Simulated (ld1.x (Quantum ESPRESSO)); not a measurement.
# Mn (Z = 25): one change to a TM potential, before and after

manganese, norm-conserving Troullier–Martins (Kleinman–Bylander form), made with ld1.x (Quantum ESPRESSO) 7.5 (PBEsol, scalar-relativistic). Core [Ar], reference 3d5 4s1 4p0 (charge +1). Waves: 4s (bound): rc 2.15 bohr; 4p (bound, empty): rc 2.00 bohr; 3d (bound): rc 1.25 bohr. Local part: all-electron potential smoothed inside 1.20 bohr (lloc = -1). Core correction: none.

All-electron outer shells of the reference configuration (PBEsol, scalar-relativistic, ld1.x):

| shell | level (eV) | outermost node (bohr) | outermost maximum (bohr) |
| --- | --- | --- | --- |
| 3p | -62.72 | 0.31 | 0.75 |
| 3d | -14.93 | – | 0.76 |
| 4s | -11.88 | 1.05 | 2.38 |
| 4p | -7.16 | 1.15 | 2.95 |

Change: all radii scaled by about 0.92 (s 1.98, p 1.84, d 1.16 bohr); local potential all-electron potential smoothed inside 1.10 bohr (lloc = -1).

Cutoffs: the cutoffs (Ry, on a coarse ladder) from which the occupation-weighted sum of valence levels, in a spherical-Bessel basis at the reference potential, stays within 10 and 1 mRy of its value at 400 Ry; they do not see the model core or the augmentation charge, which bear on the density cutoff. Errors are all-electron minus pseudo energies relative to the spin-unpolarised reference configuration.

Problem. How do hardness, ghosts and transferability respond?

Solution. The potential gets neither clearly harder nor softer (140 Ry and 160 Ry → 140 Ry and 180 Ry); both files keep a bound ghost (p, s); the number of tests that count goes from 6 to 7; of the 6 tests that both files solve, the error grows in 1 and shrinks in 2 by more than 15 % and 0.3 meV (median size 32.9 → 28.3 meV).

```tsv
quantity	base	changed
cutoff, loose	140 Ry	140 Ry
cutoff, tight	160 Ry	180 Ry
loose cutoff by channel (10 mRy a level)	s 6 Ry, d 120 Ry	s 12 Ry, d 140 Ry
bound ghosts	s, p	s, p
tests counted (converged, no solver errors)	6 of 7	7 of 7
error for 3d5 4s2 4p0, meV [ΔE -8.43 eV]	+0.4	+1.0
error for 3d5 4s0 4p0, meV [ΔE 15.51 eV]	+34	+34
error for 3d4 4s0 4p0, meV [ΔE 47.99 eV]	+32	+22
error for 3d4 4s2 4p0, meV [ΔE 4.78 eV]	-234	-220
error for 3d3 4s0 4p0, meV [ΔE 98.71 eV]	-524	-571
error for 3d5 4s0 4p2, meV [ΔE -0.47 eV]	+10	-0.8
```

Base: Tests not counted: 3d4 4s2 4p1 (an occupied level unbound or not found, printed error -3.0 eV). These tests converged, but a pseudo level misses the all-electron one widely, so the file describes the atom poorly there or has found another state: 3d3 4s0 4p0: empty 4s by 7.8 eV (a node warning on the way). ld1.x printed “convergence not achieved” for 2 of the counted tests; their residual had stalled under 1e-8, short of the target of 1e-14. Changed file: These tests converged, but a pseudo level misses the all-electron one widely, so the file describes the atom poorly there or has found another state: 3d4 4s0 4p0: empty 4p by 2.4 eV (a node warning on the way). ld1.x printed “convergence not achieved” for 3 of the counted tests; their residual had stalled under 1e-8, short of the target of 1e-14. A true bound ghost makes a file unfit for plane-wave use even where its test errors are small: the radial tests pick states by their node count and pass the ghost by. Where a test does run into it, the solver fails or the error is huge.
